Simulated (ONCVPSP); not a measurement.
# Pseudopotential generation for copper (Cu): ONCV, PBE, scalar-relativistic.

| Property | Result |
| --- | --- |
| Element | copper |
| Generator | ONCVPSP 4.0.1 |
| Type | optimised norm-conserving Vanderbilt (ONCV) |
| Functional | PBE |
| Relativity | scalar-relativistic |
| Frozen core | [Ar] |
| Valence charge | 11 |
| Reference configuration | 3d10 4s0.5 4p0.5 |
| Partial waves | 4s: rc 2.20 bohr, ncon 5, nbas 9, qcut 2.7 1/bohr, 2 projectors, debl 0.7 Ha; 4p: rc 3.70 bohr, ncon 4, nbas 7, qcut 2.6 1/bohr, 2 projectors, debl 0.9 Ha; 3d: rc 1.35 bohr, ncon 5, nbas 9, qcut 9.3 1/bohr, local |
| Local potential | the d channel |
| Core correction | Teter function, fcfact 5.25, rcfact 1 |

What the tests gave:

```
Cutoffs needed             : 129 Ha and 164 Ha (the cutoffs (Ha) at which the residual kinetic energy of the hardest occupied pseudo-wave falls to 1 and 0.1 mHa per electron)
Ghost test                 : ghosts flagged at negative energy: s at -90.6 eV; GHOST(+) flagged for p at 2.22 eV, p at 2.79 eV; a true bound ghost makes a file unfit for plane-wave use
Configuration tests        : 3 of 4 tests not solved or not reliable
rms error of d²Exc/dni dnj : 4.71 mHa without and 3.85 mHa with the model core
```

Generation and tests took about 3.6 s on one core of a shared server CPU.
